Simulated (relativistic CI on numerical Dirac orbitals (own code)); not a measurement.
## Charge states of tungsten

These numbers are calculated, not measured: Dirac-Coulomb-Breit CI, orbitals from a KLI potential per configuration, model QED (radiative potential, 1s self-energy scaled to tabulated hydrogen-like ionisation energies), valence Slater integrals scaled by 0.9 (own radial code, finite nucleus).

Each species is treated in one configuration, given outside its closed core. Radial values are for the open shell of highest l, unscaled and averaged over j; ζ includes the Breit term. Labels give the leading LS character, summed over repeated terms.

| Ion | Configuration | Its lowest level | LS weight (%) | Next level | E (cm⁻¹) | ζ (cm⁻¹) | g_J | g√(J(J+1)) |
| --- | --- | --- | --- | --- | --- | --- | --- | --- |
| W | 4f14 5d4 6s2 | 5D_0 | 86 | 5D_1 | 1106.8 | 1873 |  | 0.00 |
| W+ | 4f14 5d4 6s | 6D_1/2 | 93 | 6D_3/2 | 947.04 | 1947 | 3.287 | 2.85 |
| W2+ | 4f14 5d4 | 5D_0 | 86 | 5D_1 | 1222.8 | 2064 |  | 0.00 |
| W3+ | 4f14 5d3 | 4F_3/2 | 92 | 4F_5/2 | 2863.8 | 2431 | 0.432 | 0.84 |
| W4+ | 4f14 5d2 | 3F_2 | 93 | 3F_3 | 5466.6 | 2813 | 0.692 | 1.70 |
| W5+ | 4f14 5d | 2D_3/2 | 100 | 2D_5/2 | 8034.2 | 3204 | 0.799 | 1.55 |
| W6+ | 4f14 | 1S_0 | 100 |  |  |  |  | 0.00 |
| W7+ | 4f13 | 2F°_7/2 | 100 | 2F°_5/2 | 17225 | 4919 | 1.141 | 4.53 |
| W8+ | 4d10 4f14 5s2 5p4 | 3P_2 | 75 | 1S_0 | 24061 | 61740 | 1.375 | 3.37 |
| W9+ | 4d10 4f14 5s2 5p3 | J = 3/2 (mixed) | 40 | J = 3/2 (mixed) | 79985 | 64360 | 1.467 | 2.84 |
| W10+ | 4d10 4f14 5s2 5p2 | 3P_0 | 77 | 3P_1 | 85484 | 67010 |  | 0.00 |
| W11+ | 4d10 4f13 5s2 5p2 | J = 7/2 (mixed) | 31 | J = 5/2 (mixed) | 20235 | 4943 | 1.149 | 4.56 |
| W12+ | 4d10 4f14 5s2 | 1S_0 | 100 |  |  |  |  | 0.00 |
| W13+ | 4d10 4f13 5s2 | 2F°_7/2 | 100 | 2F°_5/2 | 17436 | 4975 | 1.141 | 4.53 |
| W14+ | 4d10 4f12 5s2 | 3H_6 | 99 | 3F_4 | 8495.7 | 5207 | 1.163 | 7.54 |
| W15+ | 4d10 4f11 5s2 | 4I°_15/2 | 95 | 4I°_13/2 | 15484 | 5445 | 1.191 | 9.51 |
| W16+ | 4d10 4f11 5s | ? | ? | ? | ? | ? | ? | ? |
| W17+ | 4d10 4f11 | 4I°_15/2 | 95 | 4I°_13/2 | 15877 | 5577 | 1.191 | 9.51 |
| W18+ | 4d10 4f10 | 5I_8 | 86 | 5I_7 | 15138 | 5826 | 1.229 | 10.43 |
| W19+ | 4d10 4f9 | 6H°_15/2 | 82 | 6H°_13/2 | 12732 | 6080 | 1.305 | 10.42 |
| W20+ | 4d10 4f8 | 7F_6 | 84 | 7F_5 | 9094.2 | 6341 | 1.468 | 9.52 |
| W21+ | 4d10 4f7 | 8S°_7/2 | 87 | J = 7/2 (mixed) | 56214 | 6608 | 1.957 | 7.77 |
| W22+ | 4d10 4f6 | 7F_0 | 55 | 7F_1 | 6202.8 | 6880 |  | 0.00 |
| W23+ | 4d10 4f5 | 6H°_5/2 | 71 | 6H°_7/2 | 9777.1 | 7160 | 0.394 | 1.17 |

(1) Fill in the row of W16+.

With one configuration, terms of near-neutral atoms and ions can be 10 to 25 % off, and close levels can change places.

At low charge ζ of a weakly bound d or f electron comes out too small.

Answers

(1) Its lowest level 5I°_8; LS weight (%) 96; Next level 5I°_7; E (cm⁻¹) 9115.4; ζ (cm⁻¹) 5511; g_J 1.243; g√(J(J+1)) 10.55.
